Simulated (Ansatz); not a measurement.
All values below come from PBE0-D4/def2-TZVP run with Ansatz (a quantum-chemistry and plane-wave program). No frequencies were computed at this level.

Ansatz 0.2 input:
```yaml
crystal:
  periodic: [false, false, false]
  atoms:
    - { symbol: B, position_ang: [0.000002, -0.000012, 0.000089] }
    - { symbol: H, position_ang: [-0.817306, -0.829322, 0.003083] }
    - { symbol: H, position_ang: [-0.309531, 1.122497, 0.000809] }
    - { symbol: H, position_ang: [1.126836, -0.293164, -0.00398] }
basis:
  gaussian: { orbitals: def2-tzvp }
hamiltonian:
  xc: pbe0
  dispersion: d4
relax:
  max_steps: 150
```

Output:

```
Functional definition: PBE0
301 factors; their error is unknown
mean field evaluation 1: about -722.1120 eV, gradient 1.5e1 eV
mean field evaluation 2: about -722.6301 eV, gradient 8.6e0 eV
mean field evaluation 4: about -722.8657 eV, gradient 2.7e-2 eV
mean field evaluation 8: about -722.8601 eV, gradient 6.8e-4 eV
mean field -722.86009670 eV, -26.5646185815 hartree, gradient 4.6e-5 eV, S^2 0.000000; 0 other end points of the search recorded, 0 dependent functions left out
reference -722.86012181 eV, -26.5646195044 hartree; 4, 4 occupied and 45, 45 virtual orbitals, 301 factors
relax step   1: F+E_penalty+E_count = -722.87360849 eV  Δ(F+E_penalty+E_count) = +0.000e0 eV  max|allowed force component| = 7.328e-1 eV/Å  Δτ_max = 0.0000 Å  (17 SCF iters, accepted)
these checks for a lower state are left out or cut short: starts, cluster_reference, orbital_swaps, neighbouring_geometries, increment
301 factors; their error is unknown
mean field evaluation 16: about -722.8896 eV, gradient 7.8e-6 eV
mean field -722.88959929 eV, -26.5657027816 hartree, gradient 7.8e-6 eV, S^2 0.000000; 0 other end points of the search recorded, 0 dependent functions left out
reference -722.88962453 eV, -26.5657037093 hartree; 4, 4 occupied and 45, 45 virtual orbitals, 301 factors
relax step   2: F+E_penalty+E_count = -722.90311755 eV  Δ(F+E_penalty+E_count) = -2.951e-2 eV  max|allowed force component| = 2.069e-1 eV/Å  Δτ_max = 0.0205 Å  (22 SCF iters, accepted)
these checks for a lower state are left out or cut short: starts, cluster_reference, orbital_swaps, neighbouring_geometries, increment
301 factors; their error is unknown
mean field -722.89224889 eV, -26.5658001528 hartree, gradient 8.0e-6 eV, S^2 0.000000; 0 other end points of the search recorded, 0 dependent functions left out
reference -722.89227418 eV, -26.5658010823 hartree; 4, 4 occupied and 45, 45 virtual orbitals, 301 factors
relax step   3: F+E_penalty+E_count = -722.90577143 eV  Δ(F+E_penalty+E_count) = -2.654e-3 eV  max|allowed force component| = 4.653e-2 eV/Å  Δτ_max = 0.0085 Å  (23 SCF iters, accepted)
these checks for a lower state are left out or cut short: starts, cluster_reference, orbital_swaps, neighbouring_geometries, increment
301 factors; their error is unknown
mean field -722.89234617 eV, -26.5658037278 hartree, gradient 2.6e-6 eV, S^2 0.000000; 0 other end points of the search recorded, 0 dependent functions left out
reference -722.89237147 eV, -26.5658046574 hartree; 4, 4 occupied and 45, 45 virtual orbitals, 301 factors
relax step   4: F+E_penalty+E_count = -722.90586885 eV  Δ(F+E_penalty+E_count) = -9.742e-5 eV  max|allowed force component| = 3.342e-4 eV/Å  Δτ_max = 0.0030 Å  (18 SCF iters, accepted)
301 factors; their error is unknown
mean field evaluation 32: about -722.8923 eV, gradient 4.1e-6 eV
mean field -722.89234617 eV, -26.5658037278 hartree, gradient 4.1e-6 eV, S^2 0.000000; 1 other end points of the search recorded, 0 dependent functions left out
reference -722.89237147 eV, -26.5658046574 hartree; 4, 4 occupied and 45, 45 virtual orbitals, 301 factors
Total energy: -722.90589414 eV, -26.5663016066 hartree
Atom 0 at     0.000001    -0.000000     0.000022 Å, force    -0.000007     0.000002    -0.000334 eV/Å
Atom 1 at    -0.837742    -0.850035     0.003183 Å, force    -0.000005    -0.000009     0.000111 eV/Å
Atom 2 at    -0.317277     1.150529     0.000852 Å, force    -0.000000     0.000010     0.000111 eV/Å
Atom 3 at     1.155020    -0.300495    -0.004057 Å, force     0.000012    -0.000003     0.000111 eV/Å
Dipole moment:     0.000000     0.000000     0.000013 e Å
```

Cost: around 2.0 core-seconds (rough).
